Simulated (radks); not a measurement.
Problem. Species: Mg IV. Configuration: [He] 2s2 2p5. All-electron calculation, Dirac Kohn-Sham, AM05, spin-unpolarised, spherical densities, finite nucleus; open shells are shared between the two j in proportion to 2j + 1; Fermi nuclear charge, rms radius 3.057 fm. Program: a radial shooting solver on a logarithmic mesh with Libxc functionals. Some entries of the table are withheld. Estimate them.

orbital     occ.  eigenvalue (hartree)  <r^2> (bohr^2)  r(max) (bohr)
1s1/2          2             -48.19145             (1)        0.08530
2s1/2          2                   (2)          0.5407         0.5390
2p1/2    1.66667                   (3)             (4)            (5)
2p3/2    3.33333                   (6)             (7)            (8)

Solution. 
(1) 1s1/2 <r^2> (bohr^2): 0.02310
(2) 2s1/2 eigenvalue (hartree): -4.72230
(3) 2p1/2 eigenvalue (hartree): -3.53643
(4) 2p1/2 <r^2> (bohr^2): 0.5165
(5) 2p1/2 r(max) (bohr): 0.4632
(6) 2p3/2 eigenvalue (hartree): -3.52458
(7) 2p3/2 <r^2> (bohr^2): 0.5193
(8) 2p3/2 r(max) (bohr): 0.4646
